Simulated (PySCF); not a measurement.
Molfile (atoms numbered from 1):
```
C4H9F2N
     RDKit          3D

 16 15  0  0  0  0  0  0  0  0999 V2000
    2.4106    0.4980    0.3360 C   0  0  0  0  0  0  0  0  0  0  0  0
    1.2558   -0.0926   -0.4590 C   0  0  0  0  0  0  0  0  0  0  0  0
   -0.0064    0.2069    0.1963 N   0  0  0  0  0  0  0  0  0  0  0  0
   -1.1525   -0.3521   -0.4860 C   0  0  0  0  0  0  0  0  0  0  0  0
   -2.4188    0.0202    0.2703 C   0  0  0  0  0  0  0  0  0  0  0  0
   -3.5215   -0.2783   -0.4566 F   0  0  0  0  0  0  0  0  0  0  0  0
   -2.5199   -0.6960    1.4189 F   0  0  0  0  0  0  0  0  0  0  0  0
    3.3476    0.3454   -0.1924 H   0  0  0  0  0  0  0  0  0  0  0  0
    2.4834    0.0246    1.3126 H   0  0  0  0  0  0  0  0  0  0  0  0
    2.2540    1.5634    0.4789 H   0  0  0  0  0  0  0  0  0  0  0  0
    1.4089   -1.1785   -0.5896 H   0  0  0  0  0  0  0  0  0  0  0  0
    1.2199    0.3613   -1.4542 H   0  0  0  0  0  0  0  0  0  0  0  0
    0.0210   -0.1354    1.1537 H   0  0  0  0  0  0  0  0  0  0  0  0
   -1.1183   -1.4514   -0.5906 H   0  0  0  0  0  0  0  0  0  0  0  0
   -1.2154    0.0871   -1.4864 H   0  0  0  0  0  0  0  0  0  0  0  0
   -2.4560    1.0863    0.5366 H   0  0  0  0  0  0  0  0  0  0  0  0
  1  2  1  0
  2  3  1  0
  3  4  1  0
  4  5  1  0
  5  6  1  0
  5  7  1  0
  1  8  1  0
  1  9  1  0
  1 10  1  0
  2 11  1  0
  2 12  1  0
  3 13  1  0
  4 14  1  0
  4 15  1  0
  5 16  1  0
M  END
```

Geometry: GFN2-xTB; GIAO shifts from PySCF 2.14, gas phase, non-relativistic, averaged over equivalent atoms.

At B97-2/ANO-RCC-VDZP (143 basis functions, 33 s wall time on 1 thread of an Intel Xeon Platinum 8488C, shared host):
```
    atoms  δ (ppm)
       C5    124.2
       C4     57.4
       C2     48.6
       C1     17.2
       N3     60.1
    F6/F7   -145.0
      H16     5.96
  H14/H15     2.96
  H11/H12     2.69
H8/H9/H10     1.11
      H13     0.21
```

Chemical shifts δ = σref − σ; ¹³C (σ = 189.57 ppm), ¹H (σ = 31.87 ppm) vs TMS; ¹⁵N (σ = 271.51 ppm) against NH3; ¹⁹F (σ = 180.20 ppm) vs CFCl3, all at this level.

Problem. Estimate the result of repeating the calculation with HSE06/pcSseg-1.

Solution. 
| atoms | δ at HSE06/pcSseg-1 | change |
| --- | --- | --- |
| C5 | 124.5 | +0.3 |
| C4 | 59.1 | +1.7 |
| C2 | 49.9 | +1.3 |
| C1 | 18.0 | +0.8 |
| N3 | 56.6 | -3.5 |
| F6/F7 | -143.8 | +1.2 |
| H16 | 6.23 | +0.27 |
| H14/H15 | 3.07 | +0.11 |
| H11/H12 | 2.78 | +0.09 |
| H8/H9/H10 | 1.26 | +0.15 |
| H13 | -0.05 | -0.26 |

Referencing at the same level of theory: TMS for ¹³C (186.23 ppm), ¹H (31.72 ppm); ¹⁵N (267.30 ppm) vs NH3; ¹⁹F (168.94 ppm) vs CFCl3.

The largest change is at N3 (amine nitrogen). Cost: 164 basis functions, 44 s wall time on 1 thread of an Intel Xeon Platinum 8488C, shared host. The order of the carbon signals is the same at both levels.

Unscaled 19F shifts against computed CFCl3 carry errors that often reach 10 to 50 ppm. Experimental scales use liquid or dissolved standards, which lie at an offset from isolated NH3 (liquid NH3: subtract about 20 ppm).
